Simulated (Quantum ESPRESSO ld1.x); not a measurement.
Results of a calculation; reference values are marked as such.
Problem. The mean radii <r> (bohr) of the occupied orbitals of an atom or ion are listed with their occupations. Level of theory: scalar-relativistic Kohn-Sham, LDA (Slater exchange, Perdew-Wang correlation), spin-polarised, spherical densities, point nucleus (ld1.x of Quantum ESPRESSO 7.5).

orbital  occ.      <r>
1s up       1  0.05038
1s down     1  0.05038
2s up       1   0.2266
2s down     1   0.2266
2p up       3   0.1984
2p down     3   0.1984
3s up       1   0.6830
3s down     1   0.6830
3p up       3   0.7147
3p down     3   0.7147
3d up       5   0.8812
3d down     5   0.8806
6d up       1    16.65

Name the element and its charge. Open shells, if any, are filled with parallel spins first.

Solution. Z = 30, zinc, charge +1: Zn+ in [Ar] 3d10 6d1. The 1s radius gives Z: for a bare nucleus <r> = (2 gamma + 1)/(2Z) with gamma = sqrt(1 - (Z/c)^2), 0.04919 bohr for Z = 30, and screening makes it slightly larger (0.05038 here). The occupations add up to 29, and the charge is Z minus that.
